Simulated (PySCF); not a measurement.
Geometry:
```json
{"atom": "C1", "x (Å)": "2.219", "y (Å)": "0.845", "z (Å)": "0.221"}
{"atom": "Si2", "x (Å)": "1.422", "y (Å)": "-0.720", "z (Å)": "-0.506"}
{"atom": "Si3", "x (Å)": "-0.762", "y (Å)": "-0.837", "z (Å)": "0.249"}
{"atom": "O4", "x (Å)": "-1.320", "y (Å)": "-2.076", "z (Å)": "-0.671"}
{"atom": "Si5", "x (Å)": "-2.130", "y (Å)": "1.025", "z (Å)": "0.054"}
{"atom": "H6", "x (Å)": "2.209", "y (Å)": "0.828", "z (Å)": "1.307"}
{"atom": "H7", "x (Å)": "3.253", "y (Å)": "0.944", "z (Å)": "-0.093"}
{"atom": "H8", "x (Å)": "1.695", "y (Å)": "1.742", "z (Å)": "-0.096"}
{"atom": "H9", "x (Å)": "1.538", "y (Å)": "-0.624", "z (Å)": "-1.971"}
{"atom": "H10", "x (Å)": "2.279", "y (Å)": "-1.857", "z (Å)": "-0.129"}
{"atom": "H11", "x (Å)": "-0.846", "y (Å)": "-1.302", "z (Å)": "1.656"}
{"atom": "H12", "x (Å)": "-2.194", "y (Å)": "-2.443", "z (Å)": "-0.572"}
{"atom": "H13", "x (Å)": "-1.503", "y (Å)": "2.197", "z (Å)": "0.671"}
{"atom": "H14", "x (Å)": "-3.453", "y (Å)": "0.895", "z (Å)": "0.683"}
{"atom": "H15", "x (Å)": "-2.413", "y (Å)": "1.392", "z (Å)": "-1.340"}
```

Geometry: GFN2-xTB; GIAO shifts from PySCF, gas phase, non-relativistic, averaged over equivalent atoms.

At PBE0/def2-SVP (132 basis functions, 19 s wall time on 1 thread of an Arm Neoverse V1, shared host):
```csv
atoms,δ (ppm)
C1,-9.3
Si3,-17.8
Si2,-73.3
Si5,-113.7
O4,-5.7
H11,6.30
H10,4.34
H9,4.25
H13/H14/H15,3.42
H6/H7/H8,-0.11
H12,-0.46
```

δ = σ(ref) − σ, references computed at the same level: ¹³C (σ = 196.16 ppm) and ²⁹Si (σ = 403.74 ppm) and ¹H (σ = 31.81 ppm) vs TMS; H2O for ¹⁷O (σ = 344.62 ppm).

**Question.** What do these become at PBE0/pcSseg-1?

**Answer.** 
```
      atoms  δ at PBE0/pcSseg-1  change
         C1               -10.4    -1.1
        Si3               -10.6    +7.2
        Si2               -74.7    -1.4
        Si5              -121.2    -7.5
         O4                -5.9    -0.2
        H11                6.21   -0.09
        H10                4.26   -0.08
         H9                4.19   -0.06
H13/H14/H15                3.41   -0.01
   H6/H7/H8               -0.03   +0.08
        H12               -0.11   +0.35
```

References, each an isolated molecule treated in the same way: ¹³C (σref 186.93), ²⁹Si (σref 349.16), ¹H (σref 31.72) against TMS; ¹⁷O (σref 336.08) against H2O.

The largest change is at Si5 (silicon bonded to Si, 3 H). Cost: 156 basis functions, 24 s wall time on 1 thread of an Arm Neoverse V1, shared host.

Experimental scales use liquid or dissolved standards, which lie at an offset from isolated H2O (liquid H2O: subtract about 36 ppm).
